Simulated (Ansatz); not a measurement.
Basis-set extrapolation for C₄H₁₁AlN₂ (`CC1=[N+](C)[AlH2-][N]1C`) (PBE0-D4/def2-TZVP geometry, frozen core, the Gaussian-basis code of Ansatz). Multiplicity 1, RHF reference.

```
                      def2-TZVPP   def2-QZVPP
                 HF  -508.845377  -508.865380
    MP2 correlation    -1.176886    -1.254125
CCSD(T) correlation    -1.287231      not run
```

Energies in hartree. Use E(X) = E(∞) + A·exp(−7.88·√X) for Hartree–Fock and E(X) = E(∞) + B·X^(−2.97) for correlation, with X = 3 and 4, and add CCSD(T) minus MP2 of the smaller set to the MP2 limit.

Task: What is the CCSD(T) energy at the basis-set limit?

Result: HF limit: -508.865380 + (-0.020003) × 0.13774 = -508.86814. MP2 limit: -1.254125 + (-0.077239) × 0.74074 = -1.31134. Higher-order term: -1.287231 − (-1.176886) = -0.11034. Total: -510.28982 hartree, 4.28 eV below CCSD(T)/def2-TZVPP.
